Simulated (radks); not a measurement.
Task: Radial electron density D(r) = 4 pi r^2 rho(r) of an atom or ion with 51 electrons. Method: scalar-relativistic Kohn-Sham, PBE, spin-polarised, spherical densities, finite nucleus; Fermi nuclear charge, rms radius of each element as measured or else 0.836 A^(1/3) + 0.57 fm; computed with a radial shooting solver on a logarithmic mesh with Libxc functionals.

```
   r/bohr * D(r) (the largest magnitude, 89, reaches the edge; | marks zero)
 0.001881 |   *
 0.002488 |     *
 0.003292 |        *
 0.004356 |            *
 0.005764 |                  *
 0.007626 |                          *
  0.01009 |                                 *
  0.01346 |                                        *
  0.01781 |                                          *
  0.02356 |                                         *
  0.03117 |                                      *
  0.04125 |                                      *
  0.05458 |                                             *
  0.07221 |                                                      *
  0.09555 |                                                      *
   0.1264 |                                           *
   0.1686 |                                        *
   0.2231 |                                              *
   0.2952 |                                        *
   0.3906 |                     *
   0.5168 |               *
   0.6838 |                 *
   0.9047 |            *
    1.197 |     *
    1.584 |  *
    2.112 | *
    2.795 |*
    3.698 *
    4.893 *
```

What is the nuclear charge?

Result: Z = 54. The innermost maximum, from 1s, lies near gamma/Z bohr with gamma = sqrt(1 - (Z/c)^2) = 0.919, here 0.017 bohr (found: 0.0187), and its height grows with Z. The density is that of the xenon ion Xe3+ in [Kr] 4d10 5s2 5p3; the configuration itself is not fixed sharply by these data, and Z only to a few units. D(r) has 4 maxima, at r = 0.0187, 0.0827, 0.236, 0.673 bohr, and minima at 0.0363, 0.156, 0.493 bohr, inside which lie 1.98, 11.19, 28.95 electrons.
